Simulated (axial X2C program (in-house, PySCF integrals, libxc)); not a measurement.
## What spin–orbit coupling does to TeBr⁺

Calculated with an in-house relativistic program for diatomic molecules. Spin-free means the one-electron spin-free X2C Hamiltonian; two-component (2c) means X2C with spin–orbit coupling and atomic mean-field two-electron Coulomb and Gaunt terms, so the difference of the two also holds small scalar two-electron terms. Basis: Te dyall-cv3z [11s12p8d4f1g], Br dyall-cv3z [8s9p6d4f1g] (cores contracted in-house); Gaussian nuclei, density fitting, unrestricted open shells. Masses: Te 129.906 u, Br 78.918 u.

Spin-free state: M_S = 1, Λ = 0 (beyond evenly filled blocks: π+α, π-α); fragments Te+ + Br.

```csv
level,Re (Å),ωe (cm⁻¹),De (eV),μ (D)
PBE,2.396,301.9,3.142,-1.32
```

Dipoles are positive if Br is the positive end and refer to the centre of mass.

Two-component determinant lowest at the distance of the search:

Ω = 1 (⟨Sz⟩ = 0.99, ⟨Lz⟩ = 0.01 at PBE); fragments Te+ + Br.

```json
{"level": "PBE", "Re (Å)": "2.402", "ωe (cm⁻¹)": "297.5", "De (eV)": "2.935", "μ (D)": "-1.31"}
```

Problem. From the two tables, how do the constants change at the PBE level (2c against spin-free)?

Solution. At the PBE level Re increases by 0.006 Å and ωe drops by 4.4 cm⁻¹; De changes by -0.207 eV.

One determinant describes the state; a PBE0 search over occupations chose it and may have missed a lower one. Dissociation energies refer to the lowest single-determinant-based atoms at the same level and basis. Density functionals use the spin component along the axis (collinear). PBE0 can misorder states that lie within some tenths of an eV, so this need not be the ground state of the molecule. The nearest other spin-free determinant of the search, M_S = 0, Λ = 2, lies 0.76 eV up at the distance of the search. The functionals have no current-density term, which raises determinants with orbital currents, atoms included. With several unpaired electrons one determinant need not be a pure state. Open-shell Ω = 0 determinants with evenly filled partner blocks cannot be reached by this program, so the Ω shown need not be the lowest component. This is the Ω = 1 component of a π² triplet; the 0⁺ component is not one determinant and can lie lowest.
